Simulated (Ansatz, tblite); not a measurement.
Cost and result up the ladder for KF2⁻ (3 atoms). Charge -1, multiplicity 1. Geometry: PBE-D4/def2-TZVPD.

Cartesian coordinates in Å:
```
K -0.001 -0.001 0.004
F 1.242 1.922 0.730
F -1.241 -1.922 -0.734
```

Ansatz on 4 threads of Arm Neoverse V2 on a shared host; xTB runs through tblite on one thread. Times are rough, summed over both states, and most runs start from the orbitals of an earlier one. HSE06-D4/def2-TZVPD serves as the yardstick here, not as an exact answer. The other state is a quintet at its own geometry, which has other bonds, so the gap mixes isomer and spin.

The xTB rows come from tblite. HSE06 is defined as in plane-wave codes, on full-range PBE exchange. HOMO above LUMO, or a gap near zero within one spin, warns that the state may not be the lowest or that an electron is smeared out. In the quintet geometry the species has come apart into loosely held pieces. At PBE0-D4/def2-TZVPD a singlet of charge -1 lies 10.24 eV below the quintet, each at its own geometry. The structure comes from a short search, and lower isomers may exist.

xTB has no spin-polarisation term.

```csv
level,functions,wall time,quintet − singlet (eV),difference from HSE06-D4/def2-TZVPD (eV),remarks
GFN1-xTB,12,0.006 s,15.35,5.12,–
LDA (SPW92)/def2-TZVPD,116,2.2 s,12.16,1.93,"HOMO above zero (quintet), gap within one spin near zero (quintet)"
PBE-D4/def2-TZVPD (with forces),116,2.9 s,10.90,0.67,HOMO above zero (quintet)
HSE06-D4/def2-TZVPD,116,3.8 s,10.23,0.00,HOMO above zero (quintet)
```
